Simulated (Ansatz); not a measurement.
Ansatz (a program for electronic structure) input (B3LYP-D3(BJ)/def2-TZVP):

Ansatz 0.2 input:
```yaml
crystal:
  periodic: [false, false, false]
  atoms:
    - {symbol: Si, position_ang: [0.00786684, 0.00961818, 0.03581664]}
    - {symbol: C, position_ang: [-0.15680343, -0.03566117, -1.86677707]}
    - {symbol: O, position_ang: [-1.25632095, -0.69565861, 0.77323424]}
    - {symbol: C, position_ang: [-2.59043740, -0.27025679, 0.79652908]}
    - {symbol: O, position_ang: [0.09642846, 1.52980564, 0.60220473]}
    - {symbol: C, position_ang: [1.12116181, 2.46437215, 0.40733046]}
    - {symbol: O, position_ang: [1.34177051, -0.76331498, 0.54897818]}
    - {symbol: C, position_ang: [1.62509714, -2.13302055, 0.47586306]}
    - {symbol: H, position_ang: [-0.93005728, 0.64254573, -2.21773267]}
    - {symbol: H, position_ang: [-0.41388906, -1.02979948, -2.22257952]}
    - {symbol: H, position_ang: [0.77040081, 0.25199920, -2.35523939]}
    - {symbol: H, position_ang: [-3.04434362, -0.37685854, -0.19168504]}
    - {symbol: H, position_ang: [-3.12513243, -0.89817497, 1.51013363]}
    - {symbol: H, position_ang: [-2.65646598, 0.77355520, 1.10598742]}
    - {symbol: H, position_ang: [2.09007719, 2.03177868, 0.65963838]}
    - {symbol: H, position_ang: [0.92016386, 3.31604895, 1.05787911]}
    - {symbol: H, position_ang: [1.14192754, 2.79907837, -0.63245029]}
    - {symbol: H, position_ang: [1.78510537, -2.43674164, -0.56135075]}
    - {symbol: H, position_ang: [2.53410973, -2.31376572, 1.05050346]}
    - {symbol: H, position_ang: [0.80526723, -2.71849610, 0.89390634]}
basis:
  gaussian:
    orbitals: def2-TZVP
hamiltonian:
  xc: b3lyp
  dispersion: d3bj
relax: {f_tol: 0.002, max_steps: 150}
```

Output:

```
Functional definition: B3LYP
integrals: 0.40 GiB planned
1962 factors; their error is unknown
0.38 GiB of the device are held for the grids
2.14 GiB of device memory are held for the factors and their scratch space
mean field: 2.44 GiB planned
mean field evaluation 1: about -18351.4690 eV, gradient 1.0e2 eV
mean field evaluation 2: about -18334.7536 eV, gradient 1.4e2 eV
mean field evaluation 4: about -18371.4274 eV, gradient 6.3e0 eV
mean field evaluation 8: about -18371.5011 eV, gradient 7.0e-2 eV
mean field evaluation 16: about -18371.5076 eV, gradient 6.0e-4 eV
mean field -18371.50759445 eV, -675.1404514411 hartree, gradient 5.1e-5 eV, S^2 0.000000; 0 other end points of the search recorded, 0 dependent functions left out
the calculation of the forces begins
reference -18371.50796986 eV, -675.1404652369 hartree; 37, 37 occupied and 289, 289 virtual orbitals, 1962 factors
relax step   1: F+E_penalty+E_count = -18372.25974415 eV  Δ(F+E_penalty+E_count) = +0.000e0 eV  max|allowed force component| = 7.948e-1 eV/Å  Δτ_max = 0.0000 Å  (29 SCF iters, accepted)
these checks for a lower state are left out or cut short: starts, cluster_reference, orbital_swaps, neighbouring_geometries, increment
integrals: 0.40 GiB planned
1962 factors; their error is unknown
0.38 GiB of the device are held for the grids
2.14 GiB of device memory are held for the factors and their scratch space
mean field: 2.43 GiB planned
mean field -18371.55517618 eV, -675.1422000372 hartree, gradient 5.5e-6 eV, S^2 0.000000; 0 other end points of the search recorded, 0 dependent functions left out
the calculation of the forces begins
reference -18371.55555102 eV, -675.1422138123 hartree; 37, 37 occupied and 289, 289 virtual orbitals, 1962 factors
relax step   2: F+E_penalty+E_count = -18372.30782705 eV  Δ(F+E_penalty+E_count) = -4.808e-2 eV  max|allowed force component| = 4.110e-1 eV/Å  Δτ_max = 0.0555 Å  (32 SCF iters, accepted)
these checks for a lower state are left out or cut short: starts, cluster_reference, orbital_swaps, neighbouring_geometries, increment
integrals: 0.40 GiB planned
1962 factors; their error is unknown
0.38 GiB of the device are held for the grids
2.14 GiB of device memory are held for the factors and their scratch space
mean field: 2.44 GiB planned
mean field evaluation 32: about -18371.5629 eV, gradient 5.4e-6 eV
mean field -18371.56286519 eV, -675.1424826031 hartree, gradient 5.4e-6 eV, S^2 0.000000; 0 other end points of the search recorded, 0 dependent functions left out
the calculation of the forces begins
reference -18371.56323874 eV, -675.1424963308 hartree; 37, 37 occupied and 289, 289 virtual orbitals, 1962 factors
relax step   3: F+E_penalty+E_count = -18372.31813338 eV  Δ(F+E_penalty+E_count) = -1.031e-2 eV  max|allowed force component| = 8.137e-2 eV/Å  Δτ_max = 0.0520 Å  (31 SCF iters, accepted)
these checks for a lower state are left out or cut short: starts, cluster_reference, orbital_swaps, neighbouring_geometries, increment
integrals: 0.40 GiB planned
1962 factors; their error is unknown
0.38 GiB of the device are held for the grids
2.14 GiB of device memory are held for the factors and their scratch space
mean field: 2.44 GiB planned
mean field -18371.56307777 eV, -675.1424904155 hartree, gradient 5.5e-6 eV, S^2 0.000000; 0 other end points of the search recorded, 0 dependent functions left out
the calculation of the forces begins
reference -18371.56344925 eV, -675.1425040669 hartree; 37, 37 occupied and 289, 289 virtual orbitals, 1962 factors
relax step   4: F+E_penalty+E_count = -18372.32280801 eV  Δ(F+E_penalty+E_count) = -4.675e-3 eV  max|allowed force component| = 1.859e-1 eV/Å  Δτ_max = 0.0925 Å  (30 SCF iters, accepted)
these checks for a lower state are left out or cut short: starts, cluster_reference, orbital_swaps, neighbouring_geometries, increment
integrals: 0.40 GiB planned
1962 factors; their error is unknown
0.38 GiB of the device are held for the grids
2.14 GiB of device memory are held for the factors and their scratch space
mean field: 2.44 GiB planned
mean field -18371.56446536 eV, -675.1425414082 hartree, gradient 5.5e-6 eV, S^2 0.000000; 0 other end points of the search recorded, 0 dependent functions left out
the calculation of the forces begins
reference -18371.56483599 eV, -675.1425550287 hartree; 37, 37 occupied and 289, 289 virtual orbitals, 1962 factors
relax step   5: F+E_penalty+E_count = -18372.32608218 eV  Δ(F+E_penalty+E_count) = -3.274e-3 eV  max|allowed force component| = 6.384e-2 eV/Å  Δτ_max = 0.0374 Å  (30 SCF iters, accepted)
these checks for a lower state are left out or cut short: starts, cluster_reference, orbital_swaps, neighbouring_geometries, increment
integrals: 0.40 GiB planned
1962 factors; their error is unknown
0.38 GiB of the device are held for the grids
2.14 GiB of device memory are held for the factors and their scratch space
mean field: 2.44 GiB planned
mean field -18371.56307010 eV, -675.1424901333 hartree, gradient 5.5e-6 eV, S^2 0.000000; 0 other end points of the search recorded, 0 dependent functions left out
the calculation of the forces begins
reference -18371.56344029 eV, -675.1425037375 hartree; 37, 37 occupied and 289, 289 virtual orbitals, 1962 factors
relax step   6: F+E_penalty+E_count = -18372.32609307 eV  Δ(F+E_penalty+E_count) = -1.089e-5 eV  max|allowed force component| = 1.539e-1 eV/Å  Δτ_max = 0.0281 Å  (31 SCF iters, accepted)
these checks for a lower state are left out or cut short: starts, cluster_reference, orbital_swaps, neighbouring_geometries, increment
integrals: 0.40 GiB planned
1962 factors; their error is unknown
0.38 GiB of the device are held for the grids
2.14 GiB of device memory are held for the factors and their scratch space
mean field: 2.44 GiB planned
mean field -18371.56459696 eV, -675.1425462444 hartree, gradient 5.6e-6 eV, S^2 0.000000; 0 other end points of the search recorded, 0 dependent functions left out
the calculation of the forces begins
reference -18371.56496742 eV, -675.1425598588 hartree; 37, 37 occupied and 289, 289 virtual orbitals, 1962 factors
relax step   7: F+E_penalty+E_count = -18372.32678809 eV  Δ(F+E_penalty+E_count) = -6.950e-4 eV  max|allowed force component| = 2.186e-2 eV/Å  Δτ_max = 0.0215 Å  (31 SCF iters, accepted)
these checks for a lower state are left out or cut short: starts, cluster_reference, orbital_swaps, neighbouring_geometries, increment
integrals: 0.40 GiB planned
1962 factors; their error is unknown
0.38 GiB of the device are held for the grids
2.14 GiB of device memory are held for the factors and their scratch space
mean field: 2.44 GiB planned
mean field evaluation 64: about -18371.5651 eV, gradient 3.1e-4 eV
mean field -18371.56512652 eV, -675.1425657053 hartree, gradient 5.6e-6 eV, S^2 0.000000; 0 other end points of the search recorded, 0 dependent functions left out
the calculation of the forces begins
reference -18371.56549701 eV, -675.1425793207 hartree; 37, 37 occupied and 289, 289 virtual orbitals, 1962 factors
relax step   8: F+E_penalty+E_count = -18372.32691295 eV  Δ(F+E_penalty+E_count) = -1.249e-4 eV  max|allowed force component| = 5.604e-3 eV/Å  Δτ_max = 0.0169 Å  (31 SCF iters, accepted)
these checks for a lower state are left out or cut short: starts, cluster_reference, orbital_swaps, neighbouring_geometries, increment
integrals: 0.40 GiB planned
1962 factors; their error is unknown
0.38 GiB of the device are held for the grids
2.14 GiB of device memory are held for the factors and their scratch space
mean field: 2.44 GiB planned
mean field -18371.56502777 eV, -675.1425620764 hartree, gradient 5.5e-6 eV, S^2 0.000000; 0 other end points of the search recorded, 0 dependent functions left out
the calculation of the forces begins
reference -18371.56539810 eV, -675.1425756859 hartree; 37, 37 occupied and 289, 289 virtual orbitals, 1962 factors
relax step   9: F+E_penalty+E_count = -18372.32699700 eV  Δ(F+E_penalty+E_count) = -8.405e-5 eV  max|allowed force component| = 1.466e-2 eV/Å  Δτ_max = 0.0219 Å  (30 SCF iters, accepted)
these checks for a lower state are left out or cut short: starts, cluster_reference, orbital_swaps, neighbouring_geometries, increment
integrals: 0.40 GiB planned
1962 factors; their error is unknown
0.38 GiB of the device are held for the grids
2.14 GiB of device memory are held for the factors and their scratch space
mean field: 2.44 GiB planned
mean field -18371.56507819 eV, -675.1425639296 hartree, gradient 5.5e-6 eV, S^2 0.000000; 0 other end points of the search recorded, 0 dependent functions left out
the calculation of the forces begins
reference -18371.56544847 eV, -675.1425775371 hartree; 37, 37 occupied and 289, 289 virtual orbitals, 1962 factors
relax step  10: F+E_penalty+E_count = -18372.32702910 eV  Δ(F+E_penalty+E_count) = -3.211e-5 eV  max|allowed force component| = 8.739e-3 eV/Å  Δτ_max = 0.0060 Å  (31 SCF iters, accepted)
these checks for a lower state are left out or cut short: starts, cluster_reference, orbital_swaps, neighbouring_geometries, increment
integrals: 0.40 GiB planned
1962 factors; their error is unknown
0.38 GiB of the device are held for the grids
2.14 GiB of device memory are held for the factors and their scratch space
mean field: 2.44 GiB planned
mean field -18371.56516097 eV, -675.1425669717 hartree, gradient 5.5e-6 eV, S^2 0.000000; 0 other end points of the search recorded, 0 dependent functions left out
the calculation of the forces begins
reference -18371.56553116 eV, -675.1425805759 hartree; 37, 37 occupied and 289, 289 virtual orbitals, 1962 factors
relax step  11: F+E_penalty+E_count = -18372.32705147 eV  Δ(F+E_penalty+E_count) = -2.236e-5 eV  max|allowed force component| = 2.855e-3 eV/Å  Δτ_max = 0.0091 Å  (31 SCF iters, accepted)
these checks for a lower state are left out or cut short: starts, cluster_reference, orbital_swaps, neighbouring_geometries, increment
integrals: 0.40 GiB planned
1962 factors; their error is unknown
0.38 GiB of the device are held for the grids
2.14 GiB of device memory are held for the factors and their scratch space
mean field: 2.44 GiB planned
mean field -18371.56522507 eV, -675.1425693271 hartree, gradient 5.5e-6 eV, S^2 0.000000; 0 other end points of the search recorded, 0 dependent functions left out
the calculation of the forces begins
reference -18371.56559523 eV, -675.1425829304 hartree; 37, 37 occupied and 289, 289 virtual orbitals, 1962 factors
relax step  12: F+E_penalty+E_count = -18372.32705419 eV  Δ(F+E_penalty+E_count) = -2.725e-6 eV  max|allowed force component| = 1.061e-3 eV/Å  Δτ_max = 0.0038 Å  (32 SCF iters, accepted)
integrals: 0.40 GiB planned
1962 factors; their error is unknown
0.38 GiB of the device are held for the grids
2.14 GiB of device memory are held for the factors and their scratch space
mean field: 2.44 GiB planned
mean field evaluation 96: about -18371.5641 eV, gradient 5.5e-1 eV
mean field -18371.56522507 eV, -675.1425693271 hartree, gradient 5.5e-6 eV, S^2 0.000000; 1 other end points of the search recorded, 0 dependent functions left out
the calculation of the forces begins
reference -18371.56559523 eV, -675.1425829304 hartree; 37, 37 occupied and 289, 289 virtual orbitals, 1962 factors
Total energy: -18372.32742436 eV, -675.1705796343 hartree
Atom 0 at     0.011402     0.009398     0.087345 Å, force    -0.000137     0.000030    -0.000050 eV/Å
Atom 1 at    -0.149383    -0.035592    -1.766490 Å, force     0.000092    -0.000023     0.000519 eV/Å
Atom 2 at    -1.265422    -0.715556     0.805011 Å, force     0.000126     0.000182    -0.000174 eV/Å
Atom 3 at    -2.603900    -0.253166     0.763228 Å, force    -0.000148     0.000075     0.000209 eV/Å
Atom 4 at     0.085520     1.548116     0.632962 Å, force    -0.000010    -0.000130     0.000005 eV/Å
Atom 5 at     1.134663     2.463668     0.371975 Å, force     0.000285     0.000113     0.000164 eV/Å
Atom 6 at     1.366223    -0.761883     0.577743 Å, force    -0.000226     0.000162    -0.000121 eV/Å
Atom 7 at     1.617556    -2.149432     0.441361 Å, force    -0.000057    -0.000312     0.000078 eV/Å
Atom 8 at    -1.070137     0.451338    -2.094764 Å, force     0.000481    -0.000240    -0.000113 eV/Å
Atom 9 at    -0.166957    -1.063071    -2.136127 Å, force    -0.000072     0.000402    -0.000327 eV/Å
Atom 10 at     0.686824     0.476291    -2.247507 Å, force    -0.000397    -0.000301    -0.000188 eV/Å
Atom 11 at    -2.988587    -0.234705    -0.261633 Å, force    -0.000178    -0.000105    -0.001061 eV/Å
Atom 12 at    -3.217705    -0.936482     1.350048 Å, force    -0.000077    -0.000633     0.000610 eV/Å
Atom 13 at    -2.685749     0.750168     1.188542 Å, force     0.000136     0.000627     0.000449 eV/Å
Atom 14 at     2.090291     2.079959     0.737796 Å, force     0.000523    -0.000322     0.000439 eV/Å
Atom 15 at     0.907801     3.396306     0.888463 Å, force    -0.000421     0.000413     0.000561 eV/Å
Atom 16 at     1.224944     2.673425    -0.698782 Å, force    -0.000134     0.000101    -0.001028 eV/Å
Atom 17 at     1.640583    -2.449799    -0.611220 Å, force     0.000077    -0.000068    -0.000874 eV/Å
Atom 18 at     2.590994    -2.363201     0.882686 Å, force     0.000512     0.000216     0.000436 eV/Å
Atom 19 at     0.856964    -2.738729     0.959553 Å, force    -0.000375    -0.000185     0.000465 eV/Å
Dipole moment:    -0.025343    -0.006864    -0.292769 e Å
```
